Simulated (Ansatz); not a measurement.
Consider the hydrogenolysis of a C–C bond: `CCCCCCS` + H₂ → `CCS` + `CCCC`.

Computed with Ansatz on PBE0-D4/def2-TZVP structures; ΔE is electronic, products minus reactants. CCSD(T)/CBS is the MP2 limit (def2-TZVPP, def2-QZVPP) plus CCSD(T) − MP2 in def2-TZVPP, frozen cores. This one scheme is used for every species. DFT in def2-TZVPP. Each species was taken in one conformer, which may not be the lowest.

| level | ΔE (kJ/mol) |
| --- | --- |
| PBE | -71.3 |
| MP2/def2-QZVPP | -55.5 |

Task: What does CCSD(T)/CBS give? (An estimate is asked.)

Result: The calculation gave: -59.8 kJ/mol. The listed levels differ from it by -11.5, 4.3 kJ/mol.

Largest T1 diagnostic among the species: 0.009.

Leaving LDA and LC-ωPBE aside and taking each functional with its dispersion term where it has one, the values, not all of them listed here, spread over 17.7 kJ/mol, from B2PLYP to revPBE-D4. LDA lies +17.0 kJ/mol from PBE without D4. In def2-TZVPP, CCSD(T) changes the Hartree–Fock value by +30.8 kJ/mol (the triples alone add +5.7 kJ/mol) and MP2 by +35.6 kJ/mol. The D4 term adds +15.6 kJ/mol with B3LYP and +9.2 kJ/mol with PBE0; it sums over pairs of atoms, weighted by their polarisabilities, and B3LYP, whose exchange is more repulsive, gets the larger term.

CCSD(T)/CBS has its own doubt, a few kJ/mol and more with outer-core shells, so smaller differences from it don't rank the levels.

B3LYP here is the variant with VWN-RPA as its local correlation; programs differ in this.
